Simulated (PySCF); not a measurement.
# From computed data to an observable: entropy of an ideal gas

Ag2, SMILES [Ag][Ag], multiplicity 1.

Geometry optimised at PBE0-D3(BJ)/def2-TZVPD. The spin state was assumed, not searched. The def2 effective core potentials stand for the cores of Ag; spin–orbit coupling is left out.

PBE0-D3(BJ)/def2-TZVPD run with PySCF 2.14.0 gives the harmonic wavenumbers 181 cm⁻¹ and the rotational temperature 0.0677 K. The molar mass is 215.74 g/mol, the symmetry number 2, the spin multiplicity 1.

Q: Work out the entropy at 298.15 K and 1 atm in the rigid-rotor, harmonic-oscillator model.

A: 
Translation (Sackur–Tetrode at 1 atm): S = R[1.5 ln M + 2.5 ln T − 1.16487] = 175.8 J/(mol K).
Rotation: q = T/(σ θ) = 2200, S = R[ln q + 1] = 72.3 J/(mol K).
Vibration: with u = 1.4388 ν/T, each mode gives R[u/(e^u − 1) − ln(1 − e^−u)]:
```csv
ν (cm⁻¹),modes,u,S (J/(mol K))
181,1,0.87,9.70
```
These are all the modes. Sum 9.7 J/(mol K).
Spin: R ln 1 = 0.0 J/(mol K).
Total 257.8 J/(mol K); the program's own thermochemistry gives 257.8. Translation makes up 68 % and vibration 4 %. Anharmonicity, hindered rotation and orbital degeneracy are left out.
